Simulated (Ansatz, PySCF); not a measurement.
Gas-phase reaction 2 R1 → P1 + P2, each structure at its B3LYP-D3(BJ)/def2-TZVP stationary point, reached from a drawn start (curvature not checked).
P1, Br4Se (SMILES Br[Se](Br)(Br)Br) (charge 0, multiplicity 1, Z-matrix in Å and degrees):
```
Se
Br 1 2.3515
Br 1 2.3515 2 101.57
Br 1 2.5491 2 95.98 3 -97.42
Br 1 2.5495 2 95.93 4 -165.16
```
R1: Br3Se (SMILES Br[Se](Br)Br), charge 0, multiplicity 2.
P2, Br2Se (SMILES Br[Se]Br) (charge 0, multiplicity 1):
```xyz
3

Se     0.005     0.005    -0.970
Br     1.825    -0.006     0.494
Br    -1.830     0.001     0.476
```

P less R. No zero-point or thermal terms; singlets are restricted closed shells; open shells are unrestricted; no spin–orbit coupling.

Correlated levels freeze the cores. In cc and def2 sets filled d and f shells under p-block atoms count as core. CBS: X⁻³ extrapolation of the correlation energy, Hartree–Fock from the larger set.

Programs: Ansatz (Gaussian orbitals); PySCF for the D3/D4 terms. All values are computed, each at the level named.

The comparison value is -19.18 kcal/mol (CCSD(T)/CBS(cc-pVTZ, cc-pVQZ)). It is a level with limits of its own, not the exact answer.

Problem. Order these levels by how close they come to the comparison value for the reaction energy, closest first: PBE-D4/def2-TZVPP, BLYP/def2-TZVPP, BLYP-D4/def2-TZVPP, r2SCAN-D3(BJ)/def2-TZVPP, PBE0-D4/def2-TZVPP. Give each level's value less the comparison value.

Solution. PBE0-D4/def2-TZVPP (8.95 kcal/mol), r2SCAN-D3(BJ)/def2-TZVPP (13.63 kcal/mol), PBE-D4/def2-TZVPP (14.57 kcal/mol), BLYP-D4/def2-TZVPP (16.92 kcal/mol), BLYP/def2-TZVPP (19.87 kcal/mol)

Ansatz is a first-principles code.
